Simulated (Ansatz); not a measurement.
(1) Predict a relaxed structure of GeS2, charge 0, singlet, at PBE0-D4/def2-TZVP (Ansatz).

Results:

(1) 
```xyz
3

Ge    0.000    0.000    0.000
S     1.588    0.886    0.820
S    -1.588   -0.886   -0.820
```
Point group D∞h (tolerance 0.1 Å). This is one stationary point.

The structure comes from a short search, and lower isomers may exist.
